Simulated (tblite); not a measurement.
C₂H₁₀BNSi.
SMILES with atom numbers: `[CH3:1][SiH:2]([CH3:3])[BH:4][NH2:5]` (hydrogens: H6, H7, H8 on C1; H9 on Si2; H10, H11, H12 on C3; H13 on B4; H14, H15 on N5)

Computed with GFN2-xTB (tblite), gas phase: L-BFGS steps from a force-field or distance-geometry start until the largest atomic force falls under 0.01 eV/Å.

Geometry at step 33:
```
atom  x, y, z in Å
C1     -1.8999   -0.9626   -0.3322
Si2    -0.3017   -0.1323    0.3167
C3     -0.5609    1.7577    0.1062
B4      1.4255   -0.6344   -0.4891
N5      2.5741   -0.5906    0.2787
H6     -2.6690   -0.9886    0.4325
H7     -2.3217   -0.4284   -1.1766
H8     -1.7269   -1.9858   -0.6498
H9     -0.3618   -0.4006    1.7756
H10    -1.2644    2.1624    0.8276
H11     0.3778    2.2983    0.2121
H12    -0.9556    1.9722   -0.8833
H13     1.5833   -0.9167   -1.6230
H14     3.5000   -0.7610   -0.0820
H15     2.5969   -0.3815    1.2647
```

**Question.** What forces act on the atoms?

**Answer.** 
| atom | Fx (eV/Å) | Fy (eV/Å) | Fz (eV/Å) |
| --- | --- | --- | --- |
| C1 | -0.043 | -0.010 | -0.029 |
| Si2 | 0.046 | -0.038 | -0.015 |
| C3 | -0.015 | -0.012 | 0.005 |
| B4 | -0.003 | 0.007 | -0.028 |
| N5 | 0.011 | -0.007 | -0.017 |
| H6 | -0.010 | -0.005 | 0.053 |
| H7 | 0.046 | 0.028 | -0.094 |
| H8 | 0.026 | -0.031 | 0.003 |
| H9 | 0.041 | 0.048 | 0.138 |
| H10 | 0.021 | -0.008 | 0.006 |
| H11 | -0.083 | -0.007 | 0.014 |
| H12 | 0.042 | 0.045 | -0.009 |
| H13 | -0.001 | 0.013 | 0.027 |
| H14 | -0.001 | -0.050 | -0.016 |
| H15 | -0.078 | 0.026 | -0.037 |

The largest, 0.15 eV/Å, acts on H9; the rms over all components is 0.040 eV/Å. The forces sum to zero within rounding, as they must for an isolated molecule in no field.

**Question.** Give the force on H9 in Eh/bohr and in nN.

**Answer.** 0.152 eV/Å ÷ 51.422 = 0.00295 Eh/bohr, and 0.152 eV/Å × 1.602 = 0.24 nN.

**Question.** How far is this geometry from the end of the optimisation?

**Answer.** 0.045 eV above it, and 0.304 Å rms away after alignment. The bonds farthest from their final lengths, with half the difference of the two atoms' forces along the bond (positive lengthens):

| bond | now (Å) | final (Å) | force along bond (eV/Å) |
| --- | --- | --- | --- |
| Si2–H9 | 1.485 | 1.491 | +0.07 |
| Si2–B4 | 1.971 | 1.969 | -0.02 |
| Si2–C3 | 1.919 | 1.917 | +0.02 |
| C1–H7 | 1.085 | 1.087 | +0.02 |
| C3–H11 | 1.088 | 1.087 | -0.03 |
| B4–N5 | 1.382 | 1.381 | +0.01 |

The angle farthest from its final value is C1–Si2–B4, 118.9° against 114.3°.

The cost below is that of the whole relaxation. On an Arm Neoverse V2 with one thread, on a shared host, this took 0.47 s of wall time.
